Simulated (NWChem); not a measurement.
System: CBr2Cl2; SMILES ClC(Cl)(Br)Br

Computed with NWChem. This build's default masses of Se (78.918 u) and Br (79.917 u) are each other's, which moves their modes by up to 0.6 %. The level has its own optimisation; frequencies are unscaled.

### Question
Estimate the computed values for PBE/def2-SVP. Quantities: r C–Cl (Å); r Br–C (Å); highest harmonic frequency (cm⁻¹); lowest (cm⁻¹); zero-point energy (kcal/mol); dipole (D).

### Answer
| Quantity | Result |
|---|---|
| r C–Cl (Å) | 1.779 |
| r Br–C (Å) | 1.970 |
| highest harmonic frequency (cm⁻¹) | 728 |
| lowest (cm⁻¹) | 147 |
| zero-point energy (kcal/mol) | 4.9 |
| dipole (D) | 0.02 |
